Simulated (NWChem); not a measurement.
System: InHBr2; SMILES [Br][InH][Br]

NWChem input:

```
start job
memory heap 200 mb stack 900 mb global 1100 mb
geometry units angstroms noautoz
  In     0.000000     0.000000    -0.771410
  H      0.000000     0.000000    -2.478926
  Br    -2.073413     0.000000     0.582551
  Br     2.073413     0.000000     0.582551
end
basis spherical
  * library def2-svpd
end
ecp
  In library def2-ecp
end
dft
  xc pbe0
  iterations 150
end
tddft
  cis
  nroots 6
  notriplet
end
task tddft energy
```

NWChem printed, in part:

```
             Northwest Computational Chemistry Package (NWChem) 7.3.0
             --------------------------------------------------------

 C2V symmetry detected

                             Geometry "geometry" -> ""
                             -------------------------

 Output coordinates in angstroms (scale by  1.889725989 to convert to a.u.)

  No.       Tag          Charge          X              Y              Z
 ---- ---------------- ---------- -------------- -------------- --------------
    1 In                  49.0000     0.00000000     0.00000000    -0.77558128
    2 H                    1.0000     0.00000000     0.00000000    -2.48309728
    3 Br                  35.0000    -2.07341300     0.00000000     0.57837972
    4 Br                  35.0000     2.07341300     0.00000000     0.57837972

 Effective nuclear repulsion energy (a.u.)     914.4947339750

      Symmetry information
      --------------------

 Group name             C2v
 Group number             16
 Group order               4
 No. of unique centers     3

                                 NWChem DFT Module
                                 -----------------

 Summary of "ao basis" -> "ao basis" (spherical)
 ------------------------------------------------------------------------------
       Tag                 Description            Shells   Functions and Types
 ---------------- ------------------------------  ------  ---------------------
 In                        def2-svpd                12       32   5s4p3d
 H                         def2-svpd                 4        8   2s2p
 Br                        def2-svpd                15       41   6s5p4d

      Symmetry analysis of basis
      --------------------------

        a1         47
        a2         16
        b1         37
        b2         22

            General Information
            -------------------
          SCF calculation type: DFT
          Wavefunction type:  closed shell.
          No. of atoms     :     4
          No. of electrons :    92
           Alpha electrons :    46
            Beta electrons :    46
          Charge           :     0
          Spin multiplicity:     1
          Use of symmetry is: off; symmetry adaption is: on
          Maximum number of iterations: 150
          AO basis - number of functions:   122
                     number of shells:    46
          Convergence on energy requested:  1.00D-06
          Convergence on density requested:  1.00D-05
          Convergence on gradient requested:  5.00D-04

              XC Information
              --------------
                         PBE0 Method XC Functional
                     Hartree-Fock (Exact) Exchange  0.250
          PerdewBurkeErnzerhof Exchange Functional  0.750
            Perdew 1991 LDA Correlation Functional  1.000 local
           PerdewBurkeErnz. Correlation Functional  1.000 non-local

             Grid Information
             ----------------
          Grid used for XC integration:  medium
          Radial quadrature: Mura-Knowles
          Angular quadrature: Lebedev.
          Tag              B.-S. Rad. Rad. Pts. Rad. Cut. Ang. Pts.
          ---              ---------- --------- --------- ---------
          In                  1.55      123          13.0       590
          H                   0.35       45          12.0       434
          Br                  1.15      112          14.0       590
          Grid pruning is: on
          Number of quadrature shells:   392
          Spatial weights used:  Erf1

      Superposition of Atomic Density Guess
      -------------------------------------

 Sum of atomic energies:       -5362.72457751

      Non-variational initial energy
      ------------------------------

 Total energy =   -5334.191177
 1-e energy   =   -8470.830068
 2-e energy   =    2649.660778
 HOMO         =      -0.368205
 LUMO         =      -0.033993

      Symmetry analysis of molecular orbitals - initial
      -------------------------------------------------

  Numbering of irreducible representations:

     1 a1          2 a2          3 b1          4 b2

  Orbital symmetries:

[...]

                                NWChem TDDFT Module
                                -------------------

            General Information
            -------------------
           No. of orbitals :     244
            Alpha orbitals :     122
             Beta orbitals :     122
        Alpha frozen cores :       0
         Beta frozen cores :       0
     Alpha frozen virtuals :       0
      Beta frozen virtuals :       0
         Spin multiplicity :       1
    Number of AO functions :     122
        Use of symmetry is : off
      Symmetry adaption is : on
         Schwarz screening :  0.10D-07

              XC Information
              --------------
                  PBE0 Method XC Functional
              Hartree-Fock (Exact) Exchange   0.25
   PerdewBurkeErnzerhof Exchange Functional   0.75
     Perdew 1991 LDA Correlation Functional   1.00 local
    PerdewBurkeErnz. Correlation Functional   1.00 non-local

             TDDFT Information
             -----------------
          Calculation type : Tamm-Dancoff TDDFT
         Wavefunction type : Restricted singlets
          No. of electrons :      92
           Alpha electrons :      46
            Beta electrons :      46
              No. of roots :       6
          Max subspacesize :    5200
            Max iterations :     100
               Target root :       1
           Target symmetry : none
      Symmetry restriction : off
                 Algorithm : Optimal
        Davidson threshold :  0.10D-03

    6 smallest eigenvalue differences (eV)
--------------------------------------------------------
  No. Spin  Occ  Vir  Irrep   E(Occ)    E(Vir)   E(Diff)
--------------------------------------------------------
    1    1   46   47 b1       -0.309    -0.081     6.213
    2    1   46   48 a2       -0.309    -0.079     6.267
    3    1   45   47 a1       -0.312    -0.081     6.304
    4    1   45   48 b2       -0.312    -0.079     6.358
    5    1   44   47 a2       -0.315    -0.081     6.377
    6    1   44   48 b1       -0.315    -0.079     6.431
--------------------------------------------------------

  Entering Davidson iterations
  Restricted singlet excited states

  Iter   NTrls   NConv    DeltaV     DeltaE      Time
  ----  ------  ------  ---------  ---------  ---------
    1      6       0     0.92E-01   0.10+100       20.7
    2     12       0     0.24E-01   0.19E-01       21.2
    3     18       0     0.11E-01   0.87E-03       21.8
    4     24       1     0.26E-02   0.14E-03       18.0
    5     29       3     0.80E-03   0.78E-05       20.1
    6     32       4     0.25E-03   0.91E-06       15.8
    7     34       5     0.11E-03   0.11E-06       11.4
    8     35       6     0.74E-04   0.31E-07       10.2
  ----  ------  ------  ---------  ---------  ---------
  Convergence criterion met

  Ground state a1      -5337.929068999109 a.u.

  ----------------------------------------------------------------------------
  Root   1 singlet b1             0.183409181 a.u.                4.9908 eV
  ----------------------------------------------------------------------------
     Transition Moments    X -0.39015   Y  0.00000   Z -0.00000
     Dipole Oscillator Strength                    0.0186122656
     Electric Quadrupole                           0.0000000033
     Magnetic Dipole                               0.0000000065
     Total Oscillator Strength                     0.0186122753

     Occ.   42  b1  ---  Virt.   47  a1       0.07520
     Occ.   44  a2  ---  Virt.   48  b2      -0.28623
     Occ.   45  a1  ---  Virt.   49  b1      -0.08128
     Occ.   46  b1  ---  Virt.   47  a1       0.94943
  ----------------------------------------------------------------------------
  Root   2 singlet a2             0.184916727 a.u.                5.0318 eV
  ----------------------------------------------------------------------------
     Transition Moments    X -0.00000   Y -0.00000   Z -0.00000
     Dipole Oscillator Strength                    0.0000000000
     Electric Quadrupole                           0.0000000004
     Magnetic Dipole                               0.0000001742
     Total Oscillator Strength                     0.0000001746

     Occ.   44  a2  ---  Virt.   47  a1      -0.07780
     Occ.   46  b1  ---  Virt.   48  b2       0.99526
  ----------------------------------------------------------------------------
  Root   3 singlet a2             0.186683911 a.u.                5.0799 eV
  ----------------------------------------------------------------------------
     Transition Moments    X  0.00000   Y -0.00000   Z  0.00000
     Dipole Oscillator Strength                    0.0000000000
     Electric Quadrupole                           0.0000000962
     Magnetic Dipole                               0.0000001999
     Total Oscillator Strength                     0.0000002960

     Occ.   43  b2  ---  Virt.   49  b1      -0.06164
     Occ.   44  a2  ---  Virt.   47  a1       0.99273
     Occ.   46  b1  ---  Virt.   48  b2       0.07783
  ----------------------------------------------------------------------------
  Root   4 singlet b2             0.187182631 a.u.                5.0935 eV
  ----------------------------------------------------------------------------
     Transition Moments    X  0.00000   Y  0.06255   Z -0.00000
     Dipole Oscillator Strength                    0.0004882957
     Electric Quadrupole                           0.0000000440
     Magnetic Dipole                               0.0000010357
     Total Oscillator Strength                     0.0004893754

[...]
```

Level: PBE0/def2-SVPD with def2 effective core potentials on In, TDA. All runs use the structure optimised with PBE0/def2-SVP. Not confirmed as a minimum by frequencies. def2 effective core potentials on In; no spin-orbit coupling.
